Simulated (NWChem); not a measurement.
System: C3H8N2Si; SMILES CC#C[SiH](N)N

```xyz
14

C      0.0617    -3.4205     0.1532
C      0.0330    -1.9779    -0.0120
C      0.0100    -0.7655    -0.1499
Si     0.0214     1.0631    -0.3842
N     -1.4522     1.6035     0.3259
N      1.3071     1.9353     0.3631
H      1.0873    -3.7771     0.3383
H     -0.5624    -3.7362     1.0041
H     -0.3135    -3.9311    -0.7478
H      0.2223     1.3064    -1.8478
H     -2.2621     0.9952     0.3269
H     -1.7129     2.5817     0.2775
H      1.4302     1.8811     1.3685
H      2.1988     2.0086    -0.1129
```
Atoms are numbered in this order, from 1.

Program: NWChem. Medium grid unless said otherwise, to which SCAN and Minnesota functionals are sensitive. The geometry was optimised at PBE0/def2-SVP.

Order these by “orbital gap (eV)”, lowest first: TPSSh/def2-SVP; CAM-B3LYP/def2-SVP; PBE/def2-SVP; PBE0/def2-SVP.

PBE/def2-SVP (5.24), TPSSh/def2-SVP (6.45), PBE0/def2-SVP (7.62), CAM-B3LYP/def2-SVP (10.15)
